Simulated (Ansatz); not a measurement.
Consider the ligand exchange at a Ge–C bond: `N=[C](S)[GeH3]` + `CO[SiH](O)F` → `CO[SiH](F)[O][GeH3]` + `N=CS`.

Isolated molecules relaxed with PBE0-D4/def2-TZVP in Ansatz; ΔE leaves out vibrations. CBS: MP2 limit from def2 TZ/QZ plus the TZ coupled-cluster correction, frozen cores. This one scheme is used for every species. Functionals use def2-TZVPP. For Ge outer-core shells are correlated without core-valence functions, which leaves a few kJ/mol of doubt a bond. Scalar relativity is left out up to krypton. One conformer a species, not always the lowest.

CCSD(T)/CBS gives -54.2 kJ/mol.

(1) Another level gave -55.2 kJ/mol. Which?
A. r2SCAN/def2-TZVPP
B. HF/def2-TZVPP
C. PBE-D4/def2-TZVPP
D. B2PLYP/def2-TZVPP

Largest T1 diagnostic among the species: 0.014.

## Answers

(1) A. r2SCAN -55.2, B2PLYP -60.9, HF/def2-TZVPP -83.4, PBE-D4 -46.5 kJ/mol.

From PBE to PBE0 (25 % exact exchange), in def2-TZVPP and without D4, ΔE moves by −6.0 kJ/mol. In def2-TZVPP, CCSD(T) changes the Hartree–Fock value by +25.3 kJ/mol (the triples alone add +3.9 kJ/mol) and MP2 by +26.8 kJ/mol.
